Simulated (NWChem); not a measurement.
Molecule: BH₂OCl; SMILES OBCl

```xyz
5

B     -0.5592     0.5723     0.0000
H     -1.7590     0.7250     0.0000
Cl     0.1233    -1.0695     0.0000
O      0.2384     1.6613     0.0000
H      1.1886     1.4331     0.0000
```
Atoms are numbered in this order, from 1.

Program: NWChem. Structure relaxed at the PBE-D3(BJ)/def2-SVP level. Static field.

Question: Among these, which level gives the lowest value of “isotropic polarisability (bohr³)”?
A. CAM-B3LYP/def2-SVPD
B. PBE/def2-SVPD
C. BHandHLYP/def2-SVPD
D. B3LYP/def2-SVPD

Answer: C, BHandHLYP/def2-SVPD. Values: BHandHLYP/def2-SVPD 32.5; CAM-B3LYP/def2-SVPD 33.7; B3LYP/def2-SVPD 34.2; PBE/def2-SVPD 35.5
